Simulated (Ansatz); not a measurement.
Consider the silylene formation by 1,1-elimination: `C[SiH2]CC=S` → `CC=S` + `C[SiH]`.

Computed with Ansatz on PBE0-D4/def2-TZVP structures; ΔE is electronic, products minus reactants. CCSD(T)/CBS is the MP2 limit (def2-TZVPP, def2-QZVPP) plus CCSD(T) − MP2 in def2-TZVPP, frozen cores. This one scheme is used for every species. DFT in def2-TZVPP. One conformer a species, not always the lowest.

(1) Is it downhill or uphill in electronic energy at CCSD(T)/CBS, and by how much? (Estimate.)

(2) What do these levels give: r2SCAN-D4, CAM-B3LYP-D4, ωB97M-V, LC-ωPBE, CCSD(T)/def2-TZVPP, CCSD/CBS(def2)? (Best estimate.)

Largest T1 diagnostic among the species: 0.016.

## Answers

(1) Ansatz gave: Uphill: ΔE = +238.6 kJ/mol.

(2) The calculation gave: r2SCAN-D4 258.0, CAM-B3LYP-D4 240.1, ωB97M-V 234.3, LC-ωPBE 251.0, CCSD(T)/def2-TZVPP 233.0, CCSD/CBS(def2) 233.3 kJ/mol.

From BLYP to BHLYP (50 % exact exchange), in def2-TZVPP and without D4, ΔE moves by +28.1 kJ/mol. Leaving LDA and LC-ωPBE aside and taking each functional with its dispersion term where it has one, the values, not all of them listed here, spread over 36.2 kJ/mol, from BLYP-D4 to r2SCAN0-D4. LDA lies +36.9 kJ/mol from PBE without D4.
